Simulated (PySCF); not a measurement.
TiCl2O, SMILES [O]=[Ti]([Cl])[Cl], multiplicity 1. Atoms are numbered in the order given.

```xyz
4

Ti     0.0000     0.0000     0.3065
Cl     0.0000     2.0025    -0.6380
Cl     0.0000    -2.0025    -0.6380
O      0.0000     0.0000     1.8686
```
Charge 0, spin multiplicity 1.

Coordinates come from a ωB97X-D3(BJ)/def2-SVP optimisation. The spin state was assumed, not searched. The isomer is the one that the SMILES or the coordinates give; other isomers of the formula were not compared.

Calculation: TDA-PBE/def2-SVPD in PySCF 2.14.0.

Vertical excitations. Isolated molecule, no solvent. State labels are in the subgroup C2v.

Computed excitation energies, oscillator strengths and character:
| state | symmetry | energy (eV) | λ (nm) | f | main pairs |
|---|---|---|---|---|---|
| S1 | B2 | 3.06 | 405 | 0.002 | HOMO→LUMO 99 % |
| S2 | A1 | 3.35 | 370 | 0.001 | HOMO−1→LUMO 98 % |
| S3 | B1 | 3.36 | 369 | 0.000 | HOMO→LUMO+1 100 % |
| S4 | A2 | 3.63 | 341 | 0.000 | HOMO−1→LUMO+1 100 % |
| S5 | B1 | 3.67 | 338 | 0.017 | HOMO−2→LUMO 99 % |
| S6 | A2 | 3.84 | 323 | 0.000 | HOMO−4→LUMO 100 % |
| S7 | B2 | 3.86 | 321 | 0.002 | HOMO−3→LUMO 88 % |
| S8 | B1 | 4.19 | 296 | 0.006 | HOMO−3→LUMO+1 99 % |
| S9 | B2 | 4.45 | 278 | 0.106 | HOMO−2→LUMO+1 76 % |
| S10 | A1 | 4.54 | 273 | 0.004 | HOMO−4→LUMO+1 52 %, HOMO−7→LUMO 36 % |
| T1 | B2 | 3.00 | 414 | 0 | HOMO→LUMO 100 % |
| T2 | A1 | 3.21 | 386 | 0 | HOMO−1→LUMO 99 % |
| T3 | B1 | 3.26 | 381 | 0 | HOMO→LUMO+1 100 % |
| T4 | A2 | 3.49 | 355 | 0 | HOMO−1→LUMO+1 96 % |
Triplets are in the Tamm–Dancoff approximation.
